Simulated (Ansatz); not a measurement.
CH₃F₂InSe (`C[Se][In]([F])[F]`) at its PBE0-D4/def2-TZVP geometry, where that method's forces vanish. Charge 0, multiplicity 1. In takes the def2 core potential.

| atom | x (Å) | y (Å) | z (Å) |
| --- | --- | --- | --- |
| C1 | 0.3512 | -0.6580 | -1.3413 |
| Se2 | 1.4158 | 0.5466 | -0.2106 |
| In3 | -0.2415 | 0.8540 | 1.5749 |
| F4 | -1.9701 | -0.0274 | 1.4700 |
| F5 | -0.1071 | 1.9050 | 3.1915 |
| H6 | -0.5578 | -0.1670 | -1.6766 |
| H7 | 0.9895 | -0.8755 | -2.1961 |
| H8 | 0.1199 | -1.5776 | -0.8117 |

Problem. For each bond, give half the difference of the two atoms' forces along it (eV/Å; positive pushes the atoms apart) under PBE-D4, r2SCAN-D4, B3LYP-D4, ωB97M-V in def2-TZVPP. (Best estimate.)

Solution. Ansatz gave: 
```csv
bond,length (Å),PBE-D4,r2SCAN-D4,B3LYP-D4,ωB97M-V
C1–Se2,1.965,0.17,0.18,0.33,0.07
C1–H6,1.086,0.09,-0.05,-0.10,-0.06
C1–H7,1.089,0.11,-0.03,-0.09,-0.06
C1–H8,1.086,0.09,-0.05,-0.09,-0.06
Se2–In3,2.455,-0.04,-0.04,0.05,-0.13
In3–F4,1.943,0.40,0.08,0.21,0.03
In3–F5,1.933,0.38,0.07,0.19,0.06
```

B3LYP here is the variant with VWN-RPA as its local correlation; programs differ in this.
